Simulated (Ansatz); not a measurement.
The pair A = BiClH2 (SMILES [Cl][BiH2]) (first 4 atoms), B = HF (SMILES F); geometry from B3LYP-D3(BJ)/def2-TZVP.
(charge 0, multiplicity 1):
```xyz
6

Cl     1.8430    -0.7569     1.4460
Bi     0.2613     0.5801     0.0195
H     -0.5686    -0.8841    -0.6133
H      1.3825     0.5393    -1.3942
F     -0.7697    -0.6073     2.9593
H      0.1210    -0.8289     2.7559
```

Frozen-core correlation. Filled d and f shells under p-block atoms count as core. MP2 and its Hartree–Fock in def2-QZVPPD are density fitted.

Codes used: Ansatz (a first-principles code) with Gaussian orbitals.  In def2 rows elements past Kr take small-core potentials, without spin–orbit coupling.

The counterpoise-corrected interaction energy is E(AB) − E(A in the pair's basis) − E(B in the pair's basis). Total energies (hartree):

```json
[
 {"level": "HF/def2-TZVPPD", "AB": "-774.3184108", "A in the pair's basis": "-674.2473354", "B in the pair's basis": "-100.0647464"},
 {"level": "MP2/def2-TZVPPD", "AB": "-774.9096964", "A in the pair's basis": "-674.5608022", "B in the pair's basis": "-100.3392737"},
 {"level": "HF/def2-QZVPPD", "AB": "-774.3366881", "A in the pair's basis": "-674.2616080", "B in the pair's basis": "-100.0687391"},
 {"level": "MP2/def2-QZVPPD", "AB": "-774.9804048", "A in the pair's basis": "-674.6028923", "B in the pair's basis": "-100.3672673"},
 {"level": "CCSD(T)/def2-TZVPPD", "AB": "-774.9671986", "A in the pair's basis": "-674.6099769", "B in the pair's basis": "-100.3480488"}
]
```

### Question
Work out the counterpoise-corrected interaction energy at the basis-set limit: extrapolate the MP2 correlation part as X⁻³, take Hartree–Fock from the larger set, and add the CCSD(T) − MP2 difference of def2-TZVPPD.

### Answer

1. Differences (1 hartree = 627.509 kcal/mol): HF/def2-TZVPPD -3.972; MP2/def2-TZVPPD -6.037; HF/def2-QZVPPD -3.979; MP2/def2-QZVPPD -6.429; CCSD(T)/def2-TZVPPD -5.756.
2. Correlation parts, MP2 less HF: -2.065 in def2-TZVPPD (X = 3), -2.450 in def2-QZVPPD (X = 4).
3. Limit (4³·(-2.450) − 3³·(-2.065))/(4³ − 3³) = -2.730; with HF/def2-QZVPPD it gives -6.710.
4. CCSD(T) less MP2 in def2-TZVPPD: 0.281.
Result: -6.43 kcal/mol, against -6.04 at MP2/def2-TZVPPD. It is an estimate of this method's limit, not of the exact value.
